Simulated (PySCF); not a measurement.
## Diatomics with 66 electrons

CCSD(T) in PySCF with def2-SVP on every atom (core potentials on In, Sn, I), for the lowest determinant that a PBE0 search found; no spin–orbit coupling. All have 66 electrons, 10 of them in the valence shells, and the same state, a singlet (closed shell). For ions De leads to the atom and ion picked by measured ionisation energies and electron affinities.

```tsv
species	difference of nuclear charges	Re (Å)	ωe (cm⁻¹)	k (mdyn/Å)	De (eV)	dissociates to
InCl	32	2.423	338	1.81	4.12	In + Cl
SnS	34	2.249	471	3.30	4.39	Sn + S
AlI	40	2.543	327	1.40	3.68	Al + I
SnCl⁺	33	2.298	429	2.94	3.75	Sn⁺ + Cl
```

Task: Which member of the whole set has the stiffest bond, and how does it compare with the softest?

Result: SnS with k = 3.30 mdyn/Å, 2.4 times that of AlI.

Correlated steps freeze 9 core orbitals. Correlated levels converge slowly with the basis: in double zeta they bind strong bonds too weakly, by up to about 1 eV, and carry superposition errors of some tenths. Spin–orbit coupling is left out, which matters for elements this heavy, above all for dissociation energies. For an ion De counts to the pair picked by the measured ionisation energies or electron affinities, which need not be the lowest pair at this level. Where the molecule has an RHF reference, its open-shell atoms are computed with UHF. The CCSD T1 diagnostic is raised in SnS, a sign that a single reference may not be enough there.
